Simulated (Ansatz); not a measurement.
(H2Ga-mu-F)2 (Ga2H4F2). The state is a singlet with charge 0. Geometry relaxed at PBE0-D4/def2-SVP.

```xyz
8

Ga    0.266    0.146   -1.471
H     1.765   -0.064   -1.824
H    -1.020    0.471   -2.281
F    -0.209   -1.207   -0.158
Ga   -0.266   -0.146    1.471
H    -1.764    0.063    1.830
H     1.023   -0.471    2.276
F     0.204    1.208    0.157
```

Q: Estimate the harmonic wavenumbers at RKS PBE0-D4/def2-SVP (Ansatz, unscaled). Is this a minimum?

A: 84, 223, 336, 401, 415, 434, 466, 478, 491, 541, 680, 699, 720, 739, 2036, 2042, 2051, 2054 cm⁻¹. Yes, no mode is imaginary beyond noise. Zero-point energy 89.1 kJ/mol. It took 55 s on 4 threads of Arm Neoverse V2 on a shared host.
